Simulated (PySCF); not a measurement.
SiFCl3, SMILES F[Si](Cl)(Cl)Cl. The structure is a stationary point at B3LYP-D3(BJ)/def2-SVP.

These are B3LYP-D3(BJ)/def2-SVP (PySCF) values and carry that method's errors.

Harmonic wavenumbers (cm⁻¹): 158, 158, 229, 269, 269, 454, 642, 642, 937. Rotational constants (GHz): 1.789, 1.789, 1.269; symmetry number 3.

Task: Work out the zero-point energy and the ideal-gas rigid-rotor harmonic-oscillator thermochemistry at 298.15 K and 1 atm.

Result: ZPE = ½ Σ hcν = ½ × 3757 cm⁻¹ = 22.47 kJ/mol. H − E(el) = 41.00 kJ/mol. Entropy in J/(mol K): translation 171.52, rotation 111.20, vibration 49.82, total 332.54. G − E(el) = -58.14 kJ/mol. Cp = 86.56 J/(mol K).
